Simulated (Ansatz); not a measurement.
Ideal-gas functions of `[OH][GeH2][TeH]` at 400 K and 1 bar, from an Ansatz frequency run at PBE0-D4/def2-TZVP.

Molar mass 220.24 g/mol, point group C1 (symmetry number 1), electronic degeneracy 1, moments of inertia 43.993, 406.72, 438.09 u Å². Harmonic wavenumbers (cm⁻¹, unscaled): 111, 131, 213, 244, 417, 582, 676, 698, 758, 850, 945, 2142, 2158, 2189, 3890.

Use S(trans) = R[1.5 ln M + 2.5 ln T − 1.1517]; rotational temperatures θ = 24.2544 K / I; S(rot) = R[ln(√π/σ · √(T³/θAθBθC)) + 1.5]; for each mode x = 1.438777 ν̃/T, S = R[x/(eˣ − 1) − ln(1 − e⁻ˣ)] and H = RT x/(eˣ − 1); 1 cm⁻¹ = 0.0119627 kJ/mol; R = 8.31446 J/(mol·K).

Question: By hand: the entropy, in J/(mol·K).

Answer: Translation 182.2. Rotation: θ = 0.5513, 0.0596, 0.0554 K, giving 118.2. Vibration, mode by mode: 16.00, 14.65, 10.73, 9.66, 5.68, 3.54, 2.71, 2.55, 2.15, 1.65, 1.26, 0.03, 0.03, 0.03, 0.00, in all 70.7. Electronic 0.0. Sum 371.1 J/(mol·K).

Question: By hand: H − E and G − E in kJ/mol, counted from the electronic energy.

Answer: Zero-point energy ½ × 16004 × 0.0119627 = 95.7; thermal vibration 15.1; translation, rotation and pV give 4 RT = 13.3. H − E = 124.1 kJ/mol, and G − E = 124.1 − 400 × 371.1/1000 = -24.3 kJ/mol.

Vibration gives 19 % of the entropy, 30.7 J/(mol·K) of it from the modes under 150 cm⁻¹: soft modes count most, and the harmonic formula is weakest for them. The sum counts one conformer and one mirror image; others add a mixing term.
